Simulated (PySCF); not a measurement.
A structure optimised at PBE0-D3(BJ)/def2-SVP, used in a PySCF frequency run:

```xyz
8

F     -1.4347     0.1683    -0.5416
C     -0.6859    -0.3044     0.5010
C      0.6859     0.3044     0.5010
F      1.4347    -0.1683    -0.5416
H     -1.1926    -0.0577     1.4512
H     -0.6077    -1.4022     0.4174
H      1.1926     0.0577     1.4512
H      0.6077     1.4022     0.4174
```
Charge 0, spin multiplicity 1.

Question: Write its SMILES, formula and point group.

Answer: FCCF, C2H4F2, C2

Question: What are its rotational constants (standard atomic weights)?

Answer: 17.646, 5.0339, 4.4095 GHz
